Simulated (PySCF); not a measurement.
Species: B2H5NO.
Bonds: B1–O2, O2–B3, B3–N4. Hydrogens: H5, H6 on B1; H7 on B3; H8, H9 on N4.

Computed, not measured: PBE0-D3(BJ)/def2-SVP geometry optimisation, gas phase in PySCF 2.14.0.

Some entries are withheld. Bonds in one row agree within 0.01 Å.

```
  coordinate    value
       B1–O2        ?
       O2–B3  1.389 Å
       B3–N4        ?
B1–H5, B1–H6  1.213 Å
       B3–H7  1.210 Å
N4–H8, N4–H9  1.011 Å
    O2–B1–H5        ?
    O2–B1–H6        ?
    H5–B1–H6        ?
    B1–O2–B3   126.7°
    O2–B3–N4   118.0°
    O2–B3–H7   121.0°
    N4–B3–H7   121.0°
    B3–N4–H8   122.9°
    B3–N4–H9   122.2°
    H8–N4–H9        ?
```

**Question.** Fill in the missing values.

**Answer.** 
- B1–O2 = 1.349 Å, drawn single (three-coordinate boron to boron-bound oxygen); 0.15 Å below the sum of covalent radii, 1.50 Å.
- B3–N4 = 1.391 Å, drawn single (three-coordinate boron to boron-bound nitrogen); 0.16 Å below the sum of covalent radii, 1.55 Å.
- O2–B1–H5 = 120.5°, at the three-coordinate boron; the outer atoms are 2.227 Å apart.
- O2–B1–H6 = 117.7°, at the three-coordinate boron; the outer atoms are 2.193 Å apart.
- H5–B1–H6 = 121.8°, at the three-coordinate boron; the outer atoms are 2.119 Å apart.
- H8–N4–H9 = 114.9°, at the boron-bound nitrogen; the outer atoms are 1.704 Å apart.

Radii are Cordero's.

No frequency check. The numbers are those of one conformer (H–B1–O2–B3 0° and -179°, B1–O2–B3–N4 176°).
